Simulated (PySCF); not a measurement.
## A ladder of Hamiltonians for W⁶⁴⁺ (tungsten, charge +64)

Occupied: 1s1/2, 2s1/2, 2p1/2, 2p3/2. Hartree-Fock calculated with PySCF 2.14 in an even-tempered Gaussian basis (19 s from 16 bohr⁻², ratio 2.3; 15 p from 19 bohr⁻², ratio 2.3), Gaussian nucleus throughout. NR is non-relativistic, sf-X2C the spin-free one-electron X2C Hamiltonian, X2C adds the bare one-electron spin-orbit term, X2C-SNSO screens it by Boettger's factors, DC is four-component Dirac-Coulomb, and the Gaunt and Breit terms are added at first order (total energies over the DC spinors, levels after relaxing the spinors in that mean field). QED terms are absent. Levels marked empty are virtual spinors of this ion.

| level (eV) | NR | sf-X2C | X2C | X2C-SNSO |
| --- | --- | --- | --- | --- |
| 1s1/2 | -69785.9 | -75575.6 | -75558.9 | -75559.8 |
| 2s1/2 | -15835.5 | -17508.4 | -17504.3 | -17504.5 |
| 2p1/2 | -15452.3 | -16025.9 | -17061.3 | -17028.2 |
| 2p3/2 | -15452.3 | -16025.9 | -15612.6 | -15623.1 |
| 3s1/2 (empty) | -6608.6 | -7138.8 | -7138.1 | -7138.1 |
| 3p1/2 (empty) | -6477.9 | -6710.5 | -6987.1 | -6978.4 |
| 3p3/2 (empty) | -6477.9 | -6710.5 | -6598.4 | -6601.3 |

**Question.** Where do the four-component calculations put these levels?

**Answer.** 1s1/2: DC -75647.4, DC+Gaunt -75411.7, DC+Breit -75427.2; 2s1/2: DC -17517.1, DC+Gaunt -17491.2, DC+Breit -17493.0; 2p1/2: DC -17037.4, DC+Gaunt -16991.8, DC+Breit -16996.3; 2p3/2: DC -15631.7, DC+Gaunt -15601.6, DC+Breit -15606.1; 3s1/2 (empty): DC -7141.2, DC+Gaunt -7134.2, DC+Breit -7135.1; 3p1/2 (empty): DC -6980.8, DC+Gaunt -6968.9, DC+Breit -6970.5; 3p3/2 (empty): DC -6603.1, DC+Gaunt -6595.3, DC+Breit -6596.9 (eV).

```csv
Hamiltonian,E (hartree),E − E(DC) (hartree),CPU seconds
NR,-10318.0552,755.4409,0.45
sf-X2C,-11053.0460,20.4500,0.35
X2C,-11069.0828,4.4132,0.35
X2C-SNSO,-11068.1616,5.3344,0.35
DC,-11073.4960,0.0000,16
DC+Gaunt,-11059.2754,14.2206,26
DC+Breit,-11060.5037,12.9923,75
```

Weight of the small component: 1s1/2 0.0780, 2s1/2 0.0182, 2p1/2 0.0181, 2p3/2 0.0165, 3s1/2 0.00720, 3p1/2 0.00714, 3p3/2 0.00671.

Koopmans' value for the highest occupied level at DC+Breit: 15606.1 eV, against an ionisation energy of 15566 ± 11 eV (semi-empirical (NIST evaluation); NIST Atomic Spectra Database, ionization energies); the former lacks relaxation, correlation, QED and recoil.

The whole ladder took 120 s of wall time on 1 thread of Neoverse-V1 (shared host), launched as `OMP_NUM_THREADS=1 python relrun2.py TASK.json OUT` (a driver that calls PySCF for each Hamiltonian).
